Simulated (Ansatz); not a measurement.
All values below come from frozen-core CCSD(T)/cc-pVTZ // r2SCAN-D4/def2-TZVP in Ansatz (a first-principles code).

Ansatz 0.2 input:
```yaml
crystal:
  periodic: [false, false, false]
  atoms:
    - { symbol: C, position_ang: [1.640006, -0.58655, -0.121498] }
    - { symbol: Al, position_ang: [-0.041429, 0.39856, 0.007508] }
    - { symbol: C, position_ang: [-1.802275, -0.418787, 0.11202] }
    - { symbol: O, position_ang: [-0.032686, 2.105152, 0.031969] }
    - { symbol: H, position_ang: [1.989866, -0.624341, -1.159793] }
    - { symbol: H, position_ang: [2.443829, -0.12339, 0.458853] }
    - { symbol: H, position_ang: [1.541983, -1.623167, 0.213384] }
    - { symbol: H, position_ang: [-1.826779, -1.430991, -0.300642] }
    - { symbol: H, position_ang: [-2.12975, -0.496697, 1.15518] }
    - { symbol: H, position_ang: [-2.557253, 0.179166, -0.405858] }
    - { symbol: H, position_ang: [0.774488, 2.621049, 0.008876] }
basis:
  gaussian: { orbitals: cc-pVTZ }
correlation:
  method: ccsd_t
```

Output:

```
Functional definition: HF
1259 factors; integrals over basis functions are off by at most 1.3e-3 eV
mean field evaluation 1: about -10790.7014 eV, gradient 4.9e1 eV
mean field evaluation 2: about -10790.7952 eV, gradient 4.9e1 eV
mean field evaluation 4: about -10795.6366 eV, gradient 4.1e0 eV
mean field evaluation 8: about -10795.7006 eV, gradient 2.1e-1 eV
mean field evaluation 16: about -10794.1362 eV, gradient 2.9e1 eV
mean field -10795.70087041 eV, -396.7346893987 hartree, gradient 4.5e-6 eV, S^2 0.000000; 0 other end points of the search recorded, 0 dependent functions left out
8 core orbitals not correlated
reference -10795.70087041 eV, -396.7346893987 hartree; 12, 12 occupied and 202, 202 virtual orbitals, 1259 factors
second order -18.66720082 eV of doubles, -0.00000000 eV of singles
cycle   1  -19.14629503 eV  change   -4.8e-1 eV  update   8.5e-2
cycle   2  -19.55530187 eV  change   -4.1e-1 eV  update   2.5e-2
cycle   3  -19.64755126 eV  change   -9.2e-2 eV  update   1.3e-2
cycle   4  -19.64174033 eV  change    5.8e-3 eV  update   3.1e-3
cycle   5  -19.64116832 eV  change    5.7e-4 eV  update   1.5e-3
cycle   6  -19.64135398 eV  change   -1.9e-4 eV  update   4.3e-4
cycle   7  -19.64113704 eV  change    2.2e-4 eV  update   1.6e-4
cycle   8  -19.64112658 eV  change    1.0e-5 eV  update   4.7e-5
cycle   9  -19.64114171 eV  change   -1.5e-5 eV  update   1.5e-5
perturbative correction -0.70870945 eV, -0.0260445918 hartree
Total energy: -10816.05072157 eV, -397.4825326352 hartree
```

Cost: roughly 2.9 core-minutes.
